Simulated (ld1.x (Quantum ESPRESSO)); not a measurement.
**lead, ultrasoft: configuration errors across variants**

- Element: Pb
- Generator: ld1.x (Quantum ESPRESSO) 7.5
- Type: ultrasoft
- Functional: PBEsol
- Relativity: scalar-relativistic
- Frozen core: [Xe] 4f14
- Valence charge: 14
- Reference configuration: 5d10 6s2 6p2
- Partial waves: 6s (bound): rcut 2.20, rcutus 2.40 bohr; 6s channel at -0.55 Ry: rcut 2.20, rcutus 2.40 bohr; 6p (bound): rcut 1.85, rcutus 2.15 bohr; 6p channel at 0.2 Ry: rcut 1.85, rcutus 2.15 bohr; 5d (bound): rcut 1.10, rcutus 1.30 bohr; 5d channel at 3.5 Ry: rcut 1.10, rcutus 1.30 bohr; 5f channel at 0.1 Ry: rc 2.20 bohr
- Local potential: the f channel
- Core correction: none
- Augmentation charge: PSQ, radius 1.20 bohr

All-electron excitation energies from the reference (eV): (1) 5d10 6s2 6p1 6.598; (2) 5d10 6s2 6p0 20.045; (3) 5d10 6s1 6p0 52.524.

The overlap operator is not positive definite (basis up to 400 Ry) in “waves 6s (bound): rcut 2.20, rcutus 3.20 bohr; 6s channel at -0.55 Ry: rcut 2.20, rcutus 3.20 bohr”, “wave 5f channel at 0.1 Ry: rc 2.20 bohr becomes 5f channel at 0.1 Ry: rc 1.78 bohr”. Such files are unfit for use, however small their errors in these radial tests.

Tests that are not counted but printed errors over 1 eV. “wave 5f channel at 0.1 Ry: rc 2.20 bohr becomes 5f channel at 0.1 Ry: rc 1.78 bohr”: 5d9 6s2 6p2 (solver errors, printed error -74.6 eV).

4 further variants failed, have other tests or another functional or relativity, and are left out.

A true bound ghost makes a file unfit for plane-wave use even where its test errors are small: the radial tests pick states by their node count and pass the ghost by. Where a test does run into it, the solver fails or the error is huge.

Errors AE − PS in meV (a dash: test not solved or not reliable):

```tsv
change	(1)	(2)	(3)	bound ghosts
base	-61	-201	-261	s, p
core correction a·sin(br)/r model core inside 1.14 bohr	-121	-408	-524	s, p
waves 6s (bound): rcut 2.20, rcutus 3.20 bohr; 6s channel at -0.55 Ry: rcut 2.20, rcutus 3.20 bohr	-39	-132	-193	p (s not tested, overlap not positive)
wave 5f channel at 0.1 Ry: rc 2.20 bohr becomes 5f channel at 0.1 Ry: rc 1.78 bohr	-41	-150	-226	s, p (d not tested, overlap not positive)
```

Problem. Give the same row for: augmentation PSQ, inside the norm-conserving radii.

Solution. -3.6, -12, -5.6; bound ghosts: s, p.
